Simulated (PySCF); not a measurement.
# Radial density of W⁵⁴⁺ (tungsten, charge +54)

UHF, [Ar] 3d2, high-spin 3F determinant. Computed with PySCF 2.14 in an uncontracted even-tempered set (17 s from 14 bohr⁻², ratio 2.5; 12 p from 18 bohr⁻², ratio 2.5; 7 d from 18 bohr⁻², ratio 2.5; 4 f from 62 bohr⁻², ratio 2.7; 3 g from 93 bohr⁻², ratio 2.7), with the spin-free X2C one-electron Hamiltonian (Gaussian nucleus).

```csv
r (bohr),4πr²ρ (e/bohr),4πr²(ρα − ρβ)
0.0144,100.9,0.0041
0.0242,88.44,0.0716
0.0407,115.8,0.7074
0.0684,112.2,4.2749
0.115,58.67,11.9897
0.194,61.72,9.4859
0.326,7.177,0.8813
0.548,0.03136,0.0046
```

Densities and radii are taken from the X2C orbitals without a picture-change correction, which distorts them close to the nucleus.

Spin-orbit coupling is strong in this species (close to jj coupling), so the high-spin LS determinant is a model state, not a physical level.
